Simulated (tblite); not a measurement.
C5H7NO2Si.
Structure used (GFN2-xTB), in Å, numbered top down from 1:
```
atom  x, y, z in Å
O1    -2.2607    1.9921    0.3901
Si2   -1.5571    0.5867    0.7444
O3    -1.9791   -0.6347   -0.2533
C4    -0.9019   -1.4225   -0.7198
C5     0.3624   -0.7076   -0.3778
C6     1.6977   -0.8468   -0.6066
C7     2.3324    0.2383    0.0509
C8     1.3573    0.9833    0.6470
N9     0.1463    0.4156    0.3824
H10   -2.3704    2.2992   -0.5079
H11   -1.8508    0.3820    2.1461
H12   -1.0218   -1.5611   -1.7999
H13   -0.9513   -2.4061   -0.2370
H14    2.1784   -1.6204   -1.1722
H15    3.3871    0.4335    0.0672
H16    1.4238    1.8772    1.2350
```

Method: GFN2-xTB as coded in tblite; computed harmonic values from a numerical Hessian at the method's own geometry, unscaled. Against measured fundamentals such values can be off by several per cent, at times by over 20. Modes of hydrogen on silicon can be 10 to 20 % off. One conformer, not necessarily the lowest.

Harmonic wavenumbers (cm⁻¹): 99.2, 131.5, 160.0, 243.1, 258.9, 297.6, 374.3, 470.7, 548.7, 573.8, 591.8, 612.1, 694.4, 724.4, 772.2, 790.8, 810.4, 825.9, 832.8, 880.5, 954.7, 979.9, 1009.9, 1065.5, 1076.8, 1135.3, 1159.0, 1172.1, 1278.8, 1283.3, 1371.7, 1406.7, 1467.1, 1492.2, 1605.4, 2415.6, 2889.2, 2925.6, 3151.5, 3162.2, 3169.4, 3637.6.

A = 2816, B = 1287, C = 939.9 MHz; mass 141.025 u (most abundant isotopes); point group C1, symmetry number 1.

Zero-point energy?

Half the sum of the wavenumbers: 25251 cm⁻¹ = 302.08 kJ/mol.

Entropy at 298.15 K, 1 bar (ideal gas, RRHO, classical rotation)?

Translation 170.58, rotation 121.06, vibration 83.84: S = 375.5 J/(mol K).

And Cp and H(298.15 K) − H(0)?

Cp = 145.01 J/(mol K), of which vibrations give 111.75 (their classical limit is 42 R = 349.2); H(298.15 K) − H(0) = 24.74 kJ/mol without the zero-point energy, 14.82 from vibrations.

Which modes carry the vibrational entropy at 298.15 K?

99.2 cm⁻¹: 14.52; 131.5 cm⁻¹: 12.23; 160.0 cm⁻¹: 10.67; 243.1 cm⁻¹: 7.45; 258.9 cm⁻¹: 6.98; 297.6 cm⁻¹: 5.98 J/(mol K); the other 36 give 26.00 together.

What must be added to the electronic energy to get the Gibbs energy at 298.15 K and 1 bar?

ZPE + [H(298.15 K) − H(0)] − T·S = 302.08 + 24.74 − 111.95 = 214.87 kJ/mol.

Blend soft modes into free rotors: weight 1/[1 + (100 cm⁻¹/ν̃)⁴] for the oscillator and the rest for a rotor with moment μB/(μ + B), μ = h/(8π²ν), B = 10⁻⁴⁴ kg m². What vibrational entropy results?

82.20 J/(mol K) in place of 83.84, which changes −T·S at 298.15 K by +0.49 kJ/mol.

How do the functions run with temperature in this model?

```
T (K)  S (J/(mol K))  Cp (J/(mol K))  H − H(0) (kJ/mol)  G − H(0) (kJ/mol)  ln q(vib)
  100          271.6            62.6               4.44             -22.72       0.62
  200          326.7           102.0              12.62             -52.73       2.23
  300          376.4           145.8              25.01             -87.90       4.14
  500          468.8           216.8              61.79            -172.60       8.37
  800          585.3           277.1             136.87            -331.36      14.79
 1000          649.9           301.1             194.83            -455.03      18.81
```

q(vib) and H(0) count from the zero-point level.

Hindered rotation and anharmonicity are outside this model. Other conformers, if any are populated, would add a mixing term that is left out. The structure is chiral; the term R ln 2 for an equal mix with its mirror image is left out.

Time: 0.81 s wall. Hardware: one thread, Intel Xeon 6975P-C (x86_64), on a shared host. This covers the Hessian and the dipole derivatives.
